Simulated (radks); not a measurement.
All-electron atom: Ni in [Ar] 3d(3/2: 4, 5/2: 4) 4s1 4p(1/2: 1, 3/2: 0) (not the ground configuration). Method: Dirac Kohn-Sham, relativistic LDA (MacDonald-Vosko exchange, VWN5 correlation), spin-unpolarised, spherical densities, finite nucleus; Fermi nuclear charge, rms radius 3.7757 fm; computed with a radial shooting solver on a logarithmic mesh with Libxc functionals.

Unscreened Slater integrals over Kohn-Sham orbitals (hartree). Large and small components are both included. Empty in this configuration: 4p3/2.

integral,value
"F0(4p1/2,4p1/2)",0.23307
"F0(4p1/2,4s1/2)",0.27069
"G1(4p1/2,4s1/2)",0.16126
"F0(4p1/2,3d5/2)",0.31184
"G3(4p1/2,3d5/2)",0.019054
"F0(4p1/2,3d3/2)",0.31199
"G1(4p1/2,3d3/2)",0.024488
"F0(4p1/2,4p3/2)",0.23131
"G2(4p1/2,4p3/2)",0.11510
"F0(4s1/2,4s1/2)",0.33474
"F0(4s1/2,3d5/2)",0.42815
"G2(4s1/2,3d5/2)",0.051021
"F0(4s1/2,3d3/2)",0.42850
"G2(4s1/2,3d3/2)",0.050290
"F0(4s1/2,4p3/2)",0.26789
"G1(4s1/2,4p3/2)",0.15759
"F0(3d5/2,3d5/2)",0.93947
"F2(3d5/2,3d5/2)",0.42313
"F4(3d5/2,3d5/2)",0.26115
"F0(3d5/2,3d3/2)",0.94270
"F2(3d5/2,3d3/2)",0.42469
"G2(3d5/2,3d3/2)",0.42430
"G4(3d5/2,3d3/2)",0.26190
"F0(3d5/2,4p3/2)",0.30740
"F2(3d5/2,4p3/2)",0.053160
"G1(3d5/2,4p3/2)",0.023741
"G3(3d5/2,4p3/2)",0.018223
"F0(3d3/2,3d3/2)",0.94595
"F2(3d3/2,3d3/2)",0.42627
"F0(3d3/2,4p3/2)",0.30754
"F2(3d3/2,4p3/2)",0.052738
"G1(3d3/2,4p3/2)",0.023274
"G3(3d3/2,4p3/2)",0.017933
"F0(4p3/2,4p3/2)",0.22960
"F2(4p3/2,4p3/2)",0.11430
